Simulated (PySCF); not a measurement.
Computed IR spectrum (relative IR intensity) of a molecule C3H5NOSi. Geometry optimised at PBE-D3(BJ)/def2-SVP. The values are those of a single conformer. All values below come from PBE-D3(BJ)/def2-SVP (PySCF). Frequencies are harmonic and unscaled.

Lines under 2 % of the strongest are left out, and lines within 2 cm⁻¹ are merged.

```
ν (cm⁻¹)  relative intensity
--------  ------------------
171                       12
281                       25
393                      7.0
441                      2.0
486                      7.7
617                      4.1
683                       14
705                       15
775                      7.8
829                       22
866                      100
899                       14
922                       16
935                      3.9
1040                     7.5
1255                     3.9
1313                     3.3
1529                    10.0
1623                     9.8
2213                      31
2975                      22
3086                     6.8
3764                      28
```

Pick the molecule that these values belong to.
A) C=C=C1N[SiH2]O1
B) O=C1C=N[SiH2]C1
C) O[Si@@H]1C=CC=N1
D) C=C1N=CO[SiH2]1

C, O[Si@@H]1C=CC=N1
